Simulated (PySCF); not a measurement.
Radial density of Xe (xenon, neutral)

UHF, [Kr] 4d10 5s2 5p5 6s1, high-spin 3P determinant (an excited configuration). Computed with PySCF 2.14 in aug-cc-pwCVDZ-PP with ECP28MDF (6s5p4d1f, 48 functions), with scalar relativity through the core potential. This is the valence pseudo-density: the core potential removes the inner electrons and smooths the orbitals near the nucleus.

| r (bohr) | 4πr²ρ (e/bohr) | 4πr²(ρα − ρβ) |
| --- | --- | --- |
| 0.00125 | 1.377e-05 | 0.0000 |
| 0.00210 | 3.876e-05 | 0.0000 |
| 0.00353 | 0.0001080 | 0.0000 |
| 0.00594 | 0.0002933 | 0.0000 |
| 0.00998 | 0.0007416 | 0.0000 |
| 0.0168 | 0.001579 | 0.0000 |
| 0.0282 | 0.002508 | 0.0000 |
| 0.0475 | 0.003352 | 0.0000 |
| 0.0799 | 0.005958 | 0.0001 |
| 0.134 | 0.04232 | 0.0002 |
| 0.226 | 0.4907 | 0.0026 |
| 0.380 | 6.701 | 0.0466 |
| 0.640 | 28.61 | 0.1221 |
| 1.08 | 13.07 | 0.0812 |
| 1.81 | 4.972 | 0.6232 |
| 3.04 | 1.354 | 0.2960 |
| 5.12 | 0.3420 | 0.3021 |
| 8.61 | 0.01159 | 0.0116 |

Energies and moments cover only the electrons outside the core potential. The outer electron is Rydberg-like, and this basis confines it to a smaller radius and binds it less than a complete one would.
